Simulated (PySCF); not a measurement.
Below is a simulated gas-phase C 1s photoelectron spectrum of 1-butaneboronic acid (`CCCCB(O)O`).

Every computed line was given a Gaussian of 0.6 eV full width at half maximum and an area set by the number of equivalent atoms; the highest printed point is 100. Theory: delta-SCF UKS SCAN, pcX-2 on the ionised atom, pcseg-1 elsewhere, spin-free X2C in PySCF 2.14.0.

```tsv
binding energy (eV)	intensity
288.9	0
289.0	1
289.1	2
289.2	5
289.3	9
289.4	17
289.5	26
289.6	36
289.7	46
289.8	58
289.9	70
290.0	84
290.1	96
290.2	100
290.3	93
290.4	77
290.5	55
290.6	35
290.7	19
290.8	9
290.9	4
291.0	1
291.1	0
291.2	0
```

Q: How many maxima does the curve show, and how many computed lines lie under it?

A: The curve has 1 maximum (at 290.2 eV). Under it lie 4 lines from 4 inequivalent carbon sites. At this width some lines have no maximum of their own.

Q: Decompose the envelope and assign each component. Numbering: `[CH3:1][CH2:2][CH2:3][CH2:4][B:5]([OH:6])[OH:7]`.

A: 
| position (eV) | relative area | line | atoms | environment |
| --- | --- | --- | --- | --- |
| 289.71 | 1 | C 1s | C4 | sp3 carbon bound to boron |
| 290.15 | 1 | C 1s | C3 | chain CH2 carbon |
| 290.20 | 1 | C 1s | C2 | chain CH2 carbon |
| 290.32 | 1 | C 1s | C1 | methyl carbon |

Q: What are the centre and the root-mean-square width of the whole band?

A: The area-weighted mean of the lines is 290.09 eV. Their own spread about it is 0.23 eV (rms) and each Gaussian has σ = 0.6/2.355 = 0.25 eV; the variances add, which gives 0.34 eV.

Lowest listed C 1s: C4, bonded to C, 2 H and B. Highest, 0.61 eV above it: C1, bonded to C and 3 H. The widest gap between neighbouring values is 0.44 eV, between 289.71 and 290.15 eV.

Shake-up satellites, vibrational structure and lifetime widths aren't simulated. Geometry: PBE0-D3(BJ)/def2-SVP, one conformer, isolated molecule.

Time: 55 s of wall time; peak memory 0.74 GiB. Hardware: one thread, Arm Neoverse V1 (aarch64), shared host with 64 logical CPUs at a one-minute load of 12.
